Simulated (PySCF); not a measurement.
Coordinates in bohr (charge 1 multiplicity 1):
```
Ta    0.0000    0.0000    0.0000
Cl    2.4401   -2.4401    2.4401
Cl   -2.4401    2.4401    2.4401
Cl    2.4401    2.4401   -2.4401
Cl   -2.4401   -2.4401   -2.4401
```

All numbers come from PBE/[Ta def2-SVP with ECP60, Cl def2-SVP], scalar-relativistic core potentials, density fitting, no spin–orbit coupling, PySCF.

This geometry of TaCl₄⁺ is a stationary point at this level.

(1) What is the point group?

(2) Is it a minimum?

(3) Which band is strongest in the infrared?

(4) Give the ideal-gas entropy at 298.15 K and 1 bar by parts.

Results:

(1) Td.

(2) Yes: all harmonic wavenumbers are real.

(3) 448 cm⁻¹ (t2), 141 km/mol.

(4) translation 180.8, rotation 104.5, vibration 80.8, spin 0.0; total 366.1 J/(mol K).

Stability towards spin polarisation was not tested. Other isomers or separated fragments may lie lower. No spin–orbit coupling is included, which matters more the heavier the element.
